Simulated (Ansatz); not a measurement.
Reaction (homolysis of the N–Si bond): `F[SiH](Cl)N[SiH3]` → `[NH][SiH](F)Cl`• + `[SiH3]`•

Gas-phase electronic energies from Ansatz, PBE0-D4/def2-TZVP geometries. CCSD(T)/CBS adds triple-zeta CCSD(T) − MP2 to the extrapolated MP2 energy (def2 sets, frozen cores). This one scheme is used for every species. Functionals use def2-TZVPP. No spin–orbit coupling; open shells (•) take unrestricted orbitals. Each species was taken in one conformer, which may not be the lowest.

| level | ΔE (kJ/mol) |
| --- | --- |
| LDA (SPW92) | 528.8 |
| BHLYP | 453.3 |

(1) What does CCSD(T)/CBS give? (Best estimate.)

(2) What do rigid-rotor, harmonic-oscillator terms from PBE0-D4/def2-TZVP frequencies (298.15 K, 1 bar) make of the CCSD(T)/CBS value? (An estimate is asked.)

Largest T1 diagnostic among the species: 0.015.

Results:

(1) Computed: +492.4 kJ/mol. The listed levels differ from it by 36.4, -39.1 kJ/mol.

(2) The calculation gave: ΔZPE = -21.5 kJ/mol, ΔH = +475.1 kJ/mol, ΔS = 160 J/(mol·K), ΔG = +427.3 kJ/mol. Open shells count their whole term as degenerate. Modes under 50 cm⁻¹ make the entropy rough.

Leaving LDA and LC-ωPBE aside and taking each functional with its dispersion term where it has one, the values, not all of them listed here, spread over 41.5 kJ/mol, from revPBE-D4 to ωB97M-V. LDA lies +76.1 kJ/mol from PBE without D4, its usual overbinding. From PBE to PBE0 (25 % exact exchange), in def2-TZVPP and without D4, ΔE moves by +6.3 kJ/mol. In def2-TZVPP, CCSD(T) changes the Hartree–Fock value by +112.3 kJ/mol (the triples alone add +8.7 kJ/mol) and MP2 by +140.8 kJ/mol; breaking electron pairs costs correlation energy, which Hartree–Fock lacks.

CCSD(T)/CBS has its own doubt, a few kJ/mol and more with outer-core shells, so smaller differences from it don't rank the levels.
